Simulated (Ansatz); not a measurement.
C7H8O4 (`C=CC(=O)OC1CCOC1=O`), relaxed with RKS PBE0-D4/def2-TZVP in Ansatz from a GFN2-xTB geometry. The force threshold is 0.005 eV/Å; the program also tests the step.

Charge 0, multiplicity 1.

Start:

```xyz
19

C     3.717    1.492   -0.199
C     2.392    1.507   -0.239
C     1.611    0.276   -0.019
O     2.059   -0.814    0.227
O     0.290    0.536   -0.114
C    -0.601   -0.554    0.008
C    -1.722   -0.298    1.012
C    -2.907   -1.016    0.360
O    -2.651   -1.024   -1.039
C    -1.366   -0.778   -1.312
O    -0.912   -0.740   -2.413
H     4.307    2.377   -0.364
H     4.242    0.572    0.000
H     1.813    2.395   -0.440
H    -0.019   -1.459    0.237
H    -1.900    0.777    1.069
H    -1.505   -0.680    2.006
H    -3.863   -0.514    0.519
H    -2.985   -2.054    0.701
```

**Question.** How much energy does the relaxation release, and in how many steps? (Estimate.)

**Answer.** The calculation gave: 3.47 kJ/mol, in 52 steps, 9 of them rejected.

**Question.** Which bonds change most? (Estimate.)

**Answer.** Computed: C6–C10 from 1.543 to 1.522 Å; C6–C7 from 1.526 to 1.514 Å; C8–O9 from 1.423 to 1.434 Å; O9–C10 from 1.336 to 1.347 Å.

**Question.** Give the relaxed structure. (An estimate is asked.)

**Answer.** Ansatz gave: 
```xyz
19

C     3.637    1.493    0.116
C     2.413    1.413   -0.385
C     1.512    0.316    0.017
O     1.773   -0.576    0.779
O     0.317    0.443   -0.595
C    -0.621   -0.568   -0.310
C    -1.477   -0.334    0.917
C    -2.755   -1.058    0.519
O    -2.843   -0.935   -0.906
C    -1.643   -0.634   -1.438
O    -1.461   -0.471   -2.601
H     4.315    2.288   -0.169
H     3.986    0.752    0.828
H     2.025    2.128   -1.101
H    -0.110   -1.535   -0.250
H    -1.658    0.738    1.026
H    -1.032   -0.716    1.834
H    -3.658   -0.623    0.946
H    -2.720   -2.121    0.773
```
